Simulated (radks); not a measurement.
The numbers below are computed, except where a source is named.
All-electron atom: Tm3+ in [Xe] 4f12.

Code: a radial shooting solver on a logarithmic mesh with Libxc functionals. Model: Dirac Kohn-Sham, LDA (Slater exchange, Perdew-Wang correlation), spin-unpolarised, spherical densities, finite nucleus; open shells fill j = l - 1/2 first; Fermi nuclear charge, rms radius 5.2256 fm.

Energy parts (eV):
part                      energy
total                 -369274.60
kinetic                408701.20
electron-nucleus      -913304.61
Hartree                142873.88
exchange-correlation    -7545.07

Orbitals (lengths in bohr, moments of r in powers of bohr; r(max) is where P^2 peaks):
[
 {"orbital": "1s1/2", "occ.": "2", "eigenvalue (eV)": "-59183.38", "r(max)": "0.01262", "<1/r>": "79.00"},
 {"orbital": "2s1/2", "occ.": "2", "eigenvalue (eV)": "-10008.87", "r(max)": "0.07213", "<1/r>": "19.04"},
 {"orbital": "2p1/2", "occ.": "2", "eigenvalue (eV)": "-9546.392", "r(max)": "0.05404", "<1/r>": "19.02"},
 {"orbital": "2p3/2", "occ.": "4", "eigenvalue (eV)": "-8567.391", "r(max)": "0.06036", "<1/r>": "16.42"},
 {"orbital": "3s1/2", "occ.": "2", "eigenvalue (eV)": "-2275.323", "r(max)": "0.2037", "<1/r>": "6.970"},
 {"orbital": "3p1/2", "occ.": "2", "eigenvalue (eV)": "-2070.999", "r(max)": "0.1913", "<1/r>": "6.891"},
 {"orbital": "3p3/2", "occ.": "4", "eigenvalue (eV)": "-1864.372", "r(max)": "0.2045", "<1/r>": "6.223"},
 {"orbital": "3d3/2", "occ.": "4", "eigenvalue (eV)": "-1513.904", "r(max)": "0.1610", "<1/r>": "6.112"},
 {"orbital": "3d5/2", "occ.": "6", "eigenvalue (eV)": "-1468.707", "r(max)": "0.1647", "<1/r>": "5.950"},
 {"orbital": "4s1/2", "occ.": "2", "eigenvalue (eV)": "-474.7418", "r(max)": "0.4648", "<1/r>": "2.923"},
 {"orbital": "4p1/2", "occ.": "2", "eigenvalue (eV)": "-392.5155", "r(max)": "0.4663", "<1/r>": "2.816"},
 {"orbital": "4p3/2", "occ.": "4", "eigenvalue (eV)": "-345.5598", "r(max)": "0.4945", "<1/r>": "2.582"},
 {"orbital": "4d3/2", "occ.": "4", "eigenvalue (eV)": "-209.8323", "r(max)": "0.4958", "<1/r>": "2.362"},
 {"orbital": "4d5/2", "occ.": "6", "eigenvalue (eV)": "-201.2677", "r(max)": "0.5049", "<1/r>": "2.305"},
 {"orbital": "4f5/2", "occ.": "6", "eigenvalue (eV)": "-36.6914", "r(max)": "0.4892", "<1/r>": "1.764"},
 {"orbital": "4f7/2", "occ.": "6", "eigenvalue (eV)": "-35.4154", "r(max)": "0.4945", "<1/r>": "1.738"},
 {"orbital": "5s1/2", "occ.": "2", "eigenvalue (eV)": "-83.9858", "r(max)": "1.082", "<1/r>": "1.108"},
 {"orbital": "5p1/2", "occ.": "2", "eigenvalue (eV)": "-60.9817", "r(max)": "1.173", "<1/r>": "0.9837"},
 {"orbital": "5p3/2", "occ.": "4", "eigenvalue (eV)": "-54.6589", "r(max)": "1.258", "<1/r>": "0.9045"}
]

The highest occupied level is 4f7/2 at -35.415 eV. The electron density at the nucleus is 9.458e+05 e/bohr^3.

Run on one thread of a shared host, so times are rough (Arm Neoverse N1): 0.19 s of CPU time, 0.19 s wall, 14 iterations on 2213 mesh points.
